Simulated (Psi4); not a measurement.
C₂H₆AlCl, singlet, at a GFN2-xTB geometry (such geometries of metal compounds can be far from the true shape); Psi4 with R2SCAN/STO-3G.

Here is a job for Psi4.
```
memory 2 GB

molecule {
0 1
  Al    0.19336810   -0.22362314    0.20469739
  C     2.04881583   -0.63261564   -0.39867224
  H     2.55571720   -1.37044326    0.22610362
  H     2.67493413    0.26590339   -0.40733043
  H     2.05971573   -1.01409035   -1.42528396
  C    -0.68671713   -0.95115699    1.83877495
  H    -1.53792036   -1.59181966    1.58505454
  H    -1.09258753   -0.14857686    2.46389001
  H    -0.01687042   -1.54313835    2.46532995
  Cl   -0.90172744    1.04775891   -0.95349682
}

set basis sto-3g

energy('r2scan')
print_variables()
```

Problem. What does Psi4 print? Leave out banner, timings and long lists.

Solution. 
```
   => Loading Basis Set <=

    Name: STO-3G
    Role: ORBITAL
    Keyword: BASIS

         ---------------------------------------------------------
                                   SCF
               by Justin Turney, Rob Parrish, Andy Simmonett
                          and Daniel G. A. Smith
                              RKS Reference
         ---------------------------------------------------------

  ==> Geometry <==

    Molecular point group: c1
    Full point group: C1

    Geometry (in Angstrom), charge = 0, multiplicity = 1:

       Center              X                  Y                   Z               Mass
    ------------   -----------------  -----------------  -----------------  -----------------
         AL           0.250875201843    -0.290532919587     0.265484360267    26.981538530000
         C            2.106322931843    -0.699525419587    -0.337885269733    12.000000000000
         H            2.613224301843    -1.437353039587     0.286890590267     1.007825032230
         H            2.732441231843     0.198993610413    -0.346543459733     1.007825032230
         H            2.117222831843    -1.081000129587    -1.364496989733     1.007825032230
         C           -0.629210028157    -1.018066769587     1.899561920267    12.000000000000
         H           -1.480413258157    -1.658729439587     1.645841510267     1.007825032230
         H           -1.035080428157    -0.215486639587     2.524676980267     1.007825032230
         H            0.040636681843    -1.610048129587     2.526116920267     1.007825032230
         CL          -0.844220338157     0.980849130413    -0.892709849733    34.968852682000

  Running in c1 symmetry.

  Rotational constants: A =      0.15738  B =      0.10679  C =      0.06513 [cm^-1]
  Rotational constants: A =   4718.24681  B =   3201.49379  C =   1952.66315 [MHz]
  Nuclear repulsion =  190.267162025720154

  Charge       = 0
  Multiplicity = 1
  Electrons    = 48
  Nalpha       = 24
  Nbeta        = 24

  ==> Algorithm <==

  SCF Algorithm Type is DF.
  DIIS enabled.
  MOM disabled.
  Fractional occupation disabled.
  Guess Type is SAD.
  Energy threshold   = 1.00e-06
  Density threshold  = 1.00e-06
  Integral threshold = 1.00e-12

  ==> Primary Basis <==

  Basis Set: STO-3G
    Blend: STO-3G
    Number of shells: 22
    Number of basis functions: 34
    Number of Cartesian functions: 34
    Spherical Harmonics?: true
    Max angular momentum: 1

  ==> DFT Potential <==

   => LibXC <=

    Version 7.1.2
    S. Lehtola, C. Steigemann, M. J. T. Oliveira, and M. A. L. Marques,  SoftwareX 7, 1–5 (2018) (10.1016/j.softx.2017.11.002)

   => Composite Functional: R2SCAN <=

    r2SCAN Meta-GGA XC Functional  (0.1021/acs.jpclett.0c02405)
    J. W. Furness, A. D. Kaplan, J. Ning, J. P. Perdew, J. Sun  J. Phys. Chem. Lett.  11, 8208–8215, 2020

    Deriv               =              1
    GGA                 =           TRUE
    Meta                =           TRUE

    Exchange Hybrid     =          FALSE
    MP2 Hybrid          =          FALSE

   => Exchange Functionals <=

    1.0000   XC_MGGA_X_R2SCAN

   => Correlation Functionals <=

    1.0000   XC_MGGA_C_R2SCAN

   => LibXC Density Thresholds  <==

    XC_MGGA_C_R2SCAN:  1.00E-15
    XC_MGGA_X_R2SCAN:  1.00E-11

   => Molecular Quadrature <=

    Radial Scheme          =       TREUTLER
    Pruning Scheme         =           NONE
    Nuclear Scheme         =       TREUTLER

    Blocking Scheme        =         OCTREE
    BS radius alpha        =              1
    Pruning alpha          =              1
    Radial Points          =             75
    Spherical Points       =            302
    Total Points           =         211986
    Total Blocks           =           1628
    Max Points             =            256
    Max Functions          =             32
    Weights Tolerance      =       1.00E-15

   => Loading Basis Set <=

    Name: (STO-3G AUX)
    Role: JKFIT
    Keyword: DF_BASIS_SCF

  ==> Integral Setup <==

  SCF_SUBTYPE=INCORE selected. In-core MEM_DF algorithm will be used.
  Using in-core AOs.

  ==> MemDFJK: Density-Fitted J/K Matrices <==

    J tasked:                   Yes
    K tasked:                    No
    wK tasked:                   No
    Algorithm:                 Core
    Schwarz Cutoff:           1E-12
    Mask sparsity (%):       3.1142
    Fitting Condition:        1E-10

   => Auxiliary Basis Set <=

  Basis Set: (STO-3G AUX)
    Blend: DEF2-UNIVERSAL-JKFIT
    Number of shells: 162
    Number of basis functions: 514
    Number of Cartesian functions: 608
    Spherical Harmonics?: true
    Max angular momentum: 4

  Minimum eigenvalue in the overlap matrix is 2.3503202975E-01.
  Reciprocal condition number of the overlap matrix is 1.0403235494E-01.
    Using symmetric orthogonalization.

  ==> Pre-Iterations <==

  SCF Guess: Superposition of Atomic Densities via on-the-fly atomic UHF (no occupation information).

   -------------------------
    Irrep   Nso     Nmo
   -------------------------
     A         34      34
   -------------------------
    Total      34      34
   -------------------------

  ==> Iterations <==

                           Total Energy        Delta E     RMS |[F,P]|

   @DF-RKS iter SAD:  -771.44054208529042   -7.71441e+02   0.00000e+00
   @DF-RKS iter   1:  -773.54689156212112   -2.10635e+00   8.71348e-03 ADIIS/DIIS
   @DF-RKS iter   2:  -773.55734304337955   -1.04515e-02   8.24601e-03 ADIIS/DIIS
   @DF-RKS iter   3:  -773.61690179906623   -5.95588e-02   5.30124e-04 ADIIS/DIIS
   @DF-RKS iter   4:  -773.61710383827381   -2.02039e-04   1.70037e-04 ADIIS/DIIS
   @DF-RKS iter   5:  -773.61712630953537   -2.24713e-05   3.00580e-05 DIIS
   @DF-RKS iter   6:  -773.61712742021882   -1.11068e-06   2.26204e-06 DIIS
   @DF-RKS iter   7:  -773.61712742667896   -6.46014e-09   6.92829e-08 DIIS
  Energy and wave function converged.

  ==> Post-Iterations <==

   Electrons on quadrature grid:
      Ntotal   =   48.0000097899 ; deviation = 9.790e-06

    Orbital Energies [Eh]
    ---------------------

    Doubly Occupied:

[...]
    Virtual:

[...]
      34A      0.495877

    Final Occupation by Irrep:
              A
    DOCC [    24 ]
    NA   [    24 ]
    NB   [    24 ]

  @DF-RKS Final Energy:  -773.61712742667896

   => Energetics <=

    Nuclear Repulsion Energy =            190.2671620257201539
    One-Electron Energy =               -1449.6398839710041102
    Two-Electron Energy =                 545.7906017778332171
    DFT Exchange-Correlation Energy =     -60.0350072592282729
    Empirical Dispersion Energy =           0.0000000000000000
    VV10 Nonlocal Energy =                  0.0000000000000000
    Total Energy =                       -773.6171274266789624

Computation Completed

Properties will be evaluated at   0.000000,   0.000000,   0.000000 [a0]

Properties computed using the SCF density matrix

 Multipole Moments:

 ------------------------------------------------------------------------------------
     Multipole            Electronic (a.u.)      Nuclear  (a.u.)        Total (a.u.)
 ------------------------------------------------------------------------------------

 L = 1.  Multiply by 2.5417464519 to convert [e a0] to [Debye]
 Dipole X            :         -4.6971716            5.2162879            0.5191162
 Dipole Y            :          5.4678462           -6.0691760           -0.6013298
 Dipole Z            :         -4.9645007            5.5137951            0.5492943
 Magnitude           :                                                    0.9658175

 ------------------------------------------------------------------------------------

  Variable Map:
  ----------------------------------------------------------------------------
[...]
  Array Variable Map:
  ----------------------------------------------------------------------------
[...]
[...]
```
